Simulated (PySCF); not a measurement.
An unknown is described by computed data only.

Formula: C4H13BN2Si.

| Item | Value |
| --- | --- |
| UV, strongest line | among the 10 lowest singlet transitions: S5 at 7.34 eV (169 nm, f = 0.211) [TDDFT wB97X-D/def2-SVPD] |
| NMR, other nuclei | isotropic shieldings of nuclei other than C and H, by class: 55 (1 B), 138 (1 N), 237 (1 N), 388 (1 Si) ppm [GIAO KT2/pcSseg-1] |
| UV, first state | lowest singlet excitation: 6.17 eV (201 nm, f = 0.006) [TDDFT wB97X-D/def2-SVPD] |
| Valence photoelectron | vertical ionisation energy: 8.85 eV [ΔSCF wB97X-D/def2-SVPD] |
| 1H NMR | chemical shifts (computed TMS as zero) by class: 5.55 (2 H), 3.33 (2 H), 3.32 (2 H), 0.46 (6 H), 0.08 (1 H) ppm [GIAO KT2/pcSseg-1] |
| Rotational structure | rotational constants A, B, C: 2.811, 1.277, 0.917 GHz [PBE0-D3(BJ)/def2-SVP] |
| 13C NMR | chemical shifts (computed TMS as zero) by class: 50.5 (1 C), 50.4 (1 C), 7.8 (2 C) ppm [GIAO KT2/pcSseg-1] |
| Triplet | lowest triplet excitation (Tamm–Dancoff): 5.95 eV [TDA wB97X-D/def2-SVPD] |

Gas-phase values; electronic properties from PySCF, density fitting. Levels stand in brackets. The structure is a single PBE0-D3(BJ)/def2-SVP conformer in the gas phase; no vibrational or solvent corrections. NMR classes are plain means over equivalent atoms (diastereotopic ones count apart unless rotation or inversion swaps them), as if these changed places fast.

Q: Propose a structure and show how it fits.

A: Numbering: `[CH3:1][B:2]([CH3:3])[N:4]1[CH2:5][CH2:6][NH:7][SiH2:8]1`. 4 carbons fall into 3 classes; from least to most shielded: ring sp3 carbon bound to nitrogen [C6] (50.5 ppm), ring sp3 carbon bound to nitrogen [C5] (50.4 ppm), chain sp3 carbon bound to boron [C1/C3] (7.8 ppm, 2 C, up to 6.7 ppm apart in this geometry). Hydrogen classes from least to most shielded: 2 H on an SiH2 silicon, Si8 (5.55 ppm), 2 H on an sp3 carbon bound to nitrogen, C5 (3.33 ppm), 2 H on an sp3 carbon bound to nitrogen, C6 (3.32 ppm), 6 H on 2 like atoms (sp3 carbon bound to boron), C1/C3 (0.46 ppm, a mean of values up to 0.6 ppm apart in this geometry), 1 H on a silicon-bound nitrogen, N7 (0.08 ppm). The other shieldings belong to: 55 ppm, three-coordinate boron [B2]; 138 ppm, silicon-bound nitrogen [N4]; 237 ppm, silicon-bound nitrogen [N7]; 388 ppm, SiH2 silicon [Si8]. The first electron is taken from the HOMO, whose largest Löwdin shares are 0.55 on a silicon-bound nitrogen, 0.12 on an sp3 carbon bound to nitrogen, 0.08 on the SiH2 silicon and 0.06 on a methylene hydrogen. The optimised geometry has point group C1 and is an asymmetric top. Structure: `CB(C)N1CCN[SiH2]1`. The assignments are read from this structure; whether some other isomer fits the data as well wasn't checked.
